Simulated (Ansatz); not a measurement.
Frontier orbitals of `CN(C)BO`.

Z-matrix (Å, degrees):
```
C
N 1 1.442
H 1 1.097 2 111.0
H 1 1.097 2 111.0 3 119.6
H 1 1.089 2 110.0 3 -120.2
C 2 1.439 1 114.4 3 -59.7
B 2 1.398 1 123.0 3 120.3
H 6 1.090 2 110.0 1 -180.0
H 6 1.097 2 111.3 1 -59.9
H 6 1.097 2 111.3 1 59.9
O 7 1.375 2 119.5 1 -0.0
H 7 1.202 2 119.4 1 180.0
H 11 0.957 7 112.1 2 -180.0
```

Charge 0, multiplicity 1. The geometry is a stationary point of PBE0-D4/def2-TZVP. It is one conformer, not always the lowest. Basis def2-TZVPP, the Gaussian-basis code of Ansatz.

Orbital energies of one run (eV). Highest occupied ones, from the top: -8.10, -10.52, -11.53, -11.76, -12.00, -12.43, -13.36, -14.25, -14.38, -15.26, -16.82, -19.56, -21.51, -26.98. Empty: 1.84, 2.12, 2.16, 3.03, 3.68, 3.94.

(1) Which functional gave them?
A. HSE06 (plane-wave form)
B. revPBE
C. r2SCAN0
D. CAM-B3LYP

## Answers

(1) D. HOMO energies: CAM-B3LYP -8.10, r2SCAN0 -6.89, HSE06 -6.32, revPBE -5.38 eV.
